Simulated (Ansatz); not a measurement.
This geometry of C$_{2}$H$_{2}$NSi (6 atoms, charge 0, multiplicity 2) is a first-order saddle point.

These are results of Ansatz, UKS PBE0-D4/def2-SVP, not measurements.

```xyz
6
Properties=species:S:1:pos:R:3
N 1.533 -1.023 1.186
C 1.075 -0.568 0.085
C -0.177 0.082 -0.035
Si -1.337 1.269 -0.094
H 1.687 -0.737 -0.828
H -2.781 0.976 -0.314
```

(1) Which two structures does it join? (They come from a converged band through this point; their orientation in space is the band's.)

(2) How far does it lie above each of them?

Results:

(1) No bond is made or broken.

Image 0:

```xyz
6
Properties=species:S:1:pos:R:3
N 1.614 -1.081 1.106
C 1.081 -0.531 0.097
C -0.180 0.095 -0.041
Si -1.688 0.688 0.369
H 1.681 -0.522 -0.845
H -2.508 1.351 -0.686
```

Image 6:

```xyz
6
Properties=species:S:1:pos:R:3
N 1.556 -1.097 1.182
C 1.071 -0.540 0.151
C -0.198 0.081 0.038
Si -1.451 0.905 -0.701
H 1.698 -0.534 -0.771
H -2.676 1.186 0.101
```

(2) 0.5 kcal/mol above the first and 0.6 kcal/mol above the second. This is the barrier of this one path; another mechanism may lie lower.

The run took 5.3 min on 1 thread of Arm Neoverse V1, with other jobs on the host, peak memory 0.17 GiB.
